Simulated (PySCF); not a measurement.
Si(H)3(OSiMe3), SMILES C[Si](C)(C)O[SiH3] (C3H12OSi2) at its GFN2-xTB optimised geometry (Å):

```
18

Si     2.0121    -1.0005    -0.0030
O      0.4658    -0.5343     0.0000
Si    -1.1688    -0.5343     0.0000
C     -1.7656    -1.4338     1.5681
C     -1.7016     1.2921     0.0000
C     -1.7653    -1.4344    -1.5678
H      2.2536    -1.7794     1.2123
H      2.2402    -1.8130    -1.1988
H      2.7828     0.2409    -0.0249
H     -2.8488    -1.4385     1.6369
H     -1.3811    -0.9558     2.4642
H     -1.4305    -2.4669     1.5806
H     -1.3267     1.8120     0.8765
H     -2.7828     1.3865    -0.0019
H     -1.3235     1.8130    -0.8745
H     -1.4309    -2.4677    -1.5793
H     -1.3798    -0.9574    -2.4641
H     -2.8485    -1.4384    -1.6374
```

Level of theory: B3LYP/def2-SVP (PySCF 2.14.0). Cells within 0.4 Å of a nucleus heavier than hydrogen are left out (blank, or x).

Map of the electrostatic potential (hartree/e), clipped to [-0.08, 0.12] on the plane z = 0.0 Å:

```
|22222222222222222222222222222|
|22222222222222222222222222222|
|22222222222222222222222222222|
|22222221111112222222222222222|
|22222211111111111111111122222|
|22222211111111111111111111222|
|22222211122211111111111111122|
|22222222344322111111111111112|
|22223566999732111111111111112|
|22235999999962111111111111111|
|222379999xx993110111112111111|
|222369999xx993100011234321112|
|22234699999996200023599932112|
|22223347999999753368999952222|
|22223359999999999999999952222|
|2222346999xx999xx999999953222|
|2222346999xx999xx99xx99974322|
|2222335999999999999xx99985322|
|22222346999999889999999985332|
|22222234699998447999999964322|
|22222223345664335999999643322|
|22222222233333334567764433222|
|22222222222333233344333222222|
|22222222222222222222222222222|
|22222222222222222222222222222|
|22222222222222222222222222222|
|22222222222222222222222222222|
|22222222222222222222222222222|
|22222222222222222222222222222|
```
Scale: ten equal steps from -0.034 (start of '0') to 0.120 (end of '9'), in the order '0123456789'; x runs from -5.00 to 5.00, y from -5.00 (bottom) to 5.00 (top).
